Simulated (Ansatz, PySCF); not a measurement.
C5H7F, SMILES F/C=C\CC=C. Atoms are numbered in the order given.

```xyz
13

C     -2.7752    -0.0876     0.7343
C     -1.6502    -0.2726     0.0395
C     -0.4329     0.6143     0.1088
C      0.7778    -0.1224     0.6183
C      1.8954    -0.3295    -0.0753
F      2.0641     0.1287    -1.3266
H     -2.8916     0.7604     1.4179
H     -3.6237    -0.7710     0.6433
H     -1.5667    -1.1370    -0.6310
H     -0.6478     1.4746     0.7666
H     -0.2076     1.0181    -0.8919
H      0.7372    -0.5448     1.6265
H      2.7712    -0.8729     0.2903
```
Charge 0, spin multiplicity 1.

Geometry optimised at B3LYP-D3(BJ)/def2-SVP. The structure was generated by enumeration; whether it is a known compound was not checked. One conformer was computed; it need not be the lowest.

Two levels are set side by side: PBE-D3(BJ)/def2-SVP (Ansatz, a first-principles code) and B3LYP-D3(BJ)/def2-SVP (Ansatz). Each level has its own optimised geometry; the coordinates shown are those of the second. Frequencies come from the Hessian of PySCF at each geometry. Differences are taken from unrounded values.

```json
[
 {"quantity": "mean bond length (Å)", "B3LYP-D3(BJ)": "1.225"},
 {"quantity": "bond C1–C2 (Å)", "B3LYP-D3(BJ)": "1.335"},
 {"quantity": "bond C2–C3 (Å)", "B3LYP-D3(BJ)": "1.508"},
 {"quantity": "bond C3–C4 (Å)", "B3LYP-D3(BJ)": "1.506"},
 {"quantity": "bond C4–C5 (Å)", "B3LYP-D3(BJ)": "1.331"},
 {"quantity": "bond C5–F6 (Å)", "B3LYP-D3(BJ)": "1.343"},
 {"quantity": "bond C1–H7 (Å)", "B3LYP-D3(BJ)": "1.095"},
 {"quantity": "bond C1–H8 (Å)", "B3LYP-D3(BJ)": "1.093"},
 {"quantity": "bond C2–H9 (Å)", "B3LYP-D3(BJ)": "1.097"},
 {"quantity": "bond C3–H10 (Å)", "B3LYP-D3(BJ)": "1.104"},
 {"quantity": "bond C3–H11 (Å)", "B3LYP-D3(BJ)": "1.102"},
 {"quantity": "bond C4–H12 (Å)", "B3LYP-D3(BJ)": "1.094"},
 {"quantity": "bond C5–H13 (Å)", "B3LYP-D3(BJ)": "1.094"},
 {"quantity": "highest harmonic wavenumber (cm⁻¹)", "B3LYP-D3(BJ)": "3226"},
 {"quantity": "mean harmonic wavenumber (cm⁻¹)", "B3LYP-D3(BJ)": "1410"},
 {"quantity": "zero-point energy (kcal/mol)", "B3LYP-D3(BJ)": "66.50"}
]
```

Task: What does PBE-D3(BJ) give, and how far is it from B3LYP-D3(BJ)? (The exact figures need the calculation; the answer reports its results.)

Result: 
| quantity | PBE-D3(BJ) | PBE-D3(BJ) minus B3LYP-D3(BJ) |
|---|---|---|
| mean bond length (Å) | 1.232 | 0.007 |
| bond C1–C2 (Å) | 1.344 | 0.009 |
| bond C2–C3 (Å) | 1.509 | 0.001 |
| bond C3–C4 (Å) | 1.507 | 0.001 |
| bond C4–C5 (Å) | 1.342 | 0.010 |
| bond C5–F6 (Å) | 1.348 | 0.005 |
| bond C1–H7 (Å) | 1.103 | 0.008 |
| bond C1–H8 (Å) | 1.101 | 0.008 |
| bond C2–H9 (Å) | 1.105 | 0.008 |
| bond C3–H10 (Å) | 1.112 | 0.008 |
| bond C3–H11 (Å) | 1.111 | 0.008 |
| bond C4–H12 (Å) | 1.102 | 0.008 |
| bond C5–H13 (Å) | 1.103 | 0.009 |
| highest harmonic wavenumber (cm⁻¹) | 3166 | -60 |
| mean harmonic wavenumber (cm⁻¹) | 1371 | -39 |
| zero-point energy (kcal/mol) | 64.66 | -1.83 |

Exact exchange shortens and stiffens bonds; PBE has none. Differences between two approximate levels are no errors against the true value.
